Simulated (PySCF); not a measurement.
Coordinates in bohr (charge -1 multiplicity 1):
```
Re    0.0000    0.0000    0.0000
O     0.0016    0.0000    3.2678
O     2.8291    0.0000   -1.6353
O    -2.8308    0.0000   -1.6325
```

Computed with PBE0 in PySCF with Re def2-SVPD with ECP60, O def2-SVPD; scalar-relativistic core potentials, no spin–orbit coupling; density-fitted integrals.

This geometry of ReO₃⁻ is a stationary point at this level.

Q: What is the point group?

A: D3h.

Q: Is it a minimum?

A: Yes: all harmonic wavenumbers are real.

Q: List the harmonic modes with their infrared intensities.

A: 
```tsv
symmetry	ω (cm⁻¹)	IR (km/mol, summed over degenerate members)	type
a2''	127	2.6	bend
e'	300	2.4	bend
e'	948	569	stretch
a1'	1000	0.0	stretch
```

Q: Give the atomic charges and bond orders.

A: 
| atom | Mulliken | Löwdin | polar tensor | Mayer order to Re1 |
| --- | --- | --- | --- | --- |
| Re1 | 1.32 | 0.91 | 1.17 | – |
| O2,3,4 | -0.77 | -0.64 | -0.72 | 1.52 |

In D3h the vibrations span a2'' + 2e' + a1'. The a1' mode carries no infrared intensity, as symmetry demands.

Other isomers or separated fragments may lie lower. The lowest empty level of this anion is unbound, so it and the gap depend on the basis. No spin–orbit coupling is included, which matters more the heavier the element.
